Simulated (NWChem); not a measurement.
System: CH₄F₃NSi; SMILES NC[Si](F)(F)F

NWChem input:

```
start job
memory heap 200 mb stack 900 mb global 1100 mb
geometry units angstroms noautoz
  N     -0.104704     2.385283     0.000000
  C      0.850588     1.282643     0.000000
  Si     0.052232    -0.391002     0.000000
  F     -0.898994    -0.559316    -1.285846
  F      1.078500    -1.625589     0.000000
  F     -0.898994    -0.559316     1.285846
  H     -0.709915     2.346205    -0.817614
  H     -0.709915     2.346205     0.817614
  H      1.518980     1.371745    -0.873650
  H      1.518980     1.371745     0.873650
end
basis spherical
  * library def2-svp
end
dft
  xc r2scan
  iterations 150
  mulliken
end
task dft energy
```

Output (shortened):

```
             Northwest Computational Chemistry Package (NWChem) 7.3.0
             --------------------------------------------------------

 CS  symmetry detected

                             Geometry "geometry" -> ""
                             -------------------------

 Output coordinates in angstroms (scale by  1.889725989 to convert to a.u.)

  No.       Tag          Charge          X              Y              Z
 ---- ---------------- ---------- -------------- -------------- --------------
    1 N                    7.0000    -0.01628271     2.35917831     0.00000000
    2 C                    6.0000     0.89496888     1.21987224     0.00000000
    3 Si                  14.0000     0.03150054    -0.42112816     0.00000000
    4 F                    9.0000    -0.92560174    -0.55195528    -1.28584600
    5 F                    9.0000     1.00849148    -1.69506685     0.00000000
    6 F                    9.0000    -0.92560174    -0.55195528     1.28584600
    7 H                    1.0000    -0.62256150     2.34389861    -0.81761400
    8 H                    1.0000    -0.62256150     2.34389861     0.81761400
    9 H                    1.0000     1.56634450     1.28265607    -0.87365000
   10 H                    1.0000     1.56634450     1.28265607     0.87365000

 Effective nuclear repulsion energy (a.u.)     338.8068145303

      Symmetry information
      --------------------

 Group name             Cs
 Group number              2
 Group order               2
 No. of unique centers     7

                                 NWChem DFT Module
                                 -----------------

 Summary of "ao basis" -> "ao basis" (spherical)
 ------------------------------------------------------------------------------
       Tag                 Description            Shells   Functions and Types
 ---------------- ------------------------------  ------  ---------------------
 N                          def2-svp                 6       14   3s2p1d
 C                          def2-svp                 6       14   3s2p1d
 Si                         def2-svp                 8       18   4s3p1d
 F                          def2-svp                 6       14   3s2p1d
 H                          def2-svp                 3        5   2s1p

      Symmetry analysis of basis
      --------------------------

        a'         67
        a"         41

            General Information
            -------------------
          SCF calculation type: DFT
          Wavefunction type:  closed shell.
          No. of atoms     :    10
          No. of electrons :    58
           Alpha electrons :    29
            Beta electrons :    29
          Charge           :     0
          Spin multiplicity:     1
          Use of symmetry is: on ; symmetry adaption is: on
          Maximum number of iterations: 150
          AO basis - number of functions:   108
                     number of shells:    50
          Convergence on energy requested:  1.00D-06
          Convergence on density requested:  1.00D-05
          Convergence on gradient requested:  5.00D-04

              XC Information
              --------------
                      r^2SCAN Method XC Functional
               r^2SCAN metaGGA Exchange Functional  1.000
                     r^2SCAN Correlation Potential  1.000

             Grid Information
             ----------------
          Grid used for XC integration:  medium
          Radial quadrature: Mura-Knowles
          Angular quadrature: Lebedev.
          Tag              B.-S. Rad. Rad. Pts. Rad. Cut. Ang. Pts.
          ---              ---------- --------- --------- ---------
          N                   0.65       49           9.0       434
          C                   0.70       49           8.0       434
          Si                  1.10       88           9.0       590
          F                   0.50       49          11.0       434
          H                   0.35       45          10.0       434
          Grid pruning is: on
          Number of quadrature shells:   374
          Spatial weights used:  Erf1

      Superposition of Atomic Density Guess
      -------------------------------------

 Sum of atomic energies:        -680.48218659

      Non-variational initial energy
      ------------------------------

 Total energy =    -682.429096
 1-e energy   =   -1618.259373
 2-e energy   =     597.023463
 HOMO         =      -0.289966
 LUMO         =       0.064896

      Symmetry analysis of molecular orbitals - initial
      -------------------------------------------------

  Numbering of irreducible representations:

     1 a'          2 a"

  Orbital symmetries:

     1 a'          2 a'          3 a'          4 a"          5 a'
     6 a'          7 a'          8 a'          9 a"         10 a'
    11 a'         12 a'         13 a"         14 a'         15 a'
    16 a'         17 a"         18 a'         19 a'         20 a"
    21 a'         22 a"         23 a'         24 a"         25 a"
    26 a'         27 a'         28 a"         29 a'         30 a'
    31 a'         32 a"         33 a'         34 a"         35 a'
    36 a"         37 a'         38 a'         39 a'

     ---------------------------------------------
      Total Density - Mulliken Population Analysis
     ---------------------------------------------

[...]
```

Level: r2SCAN/def2-SVP. Geometry: optimised at PBE0/def2-SVP.
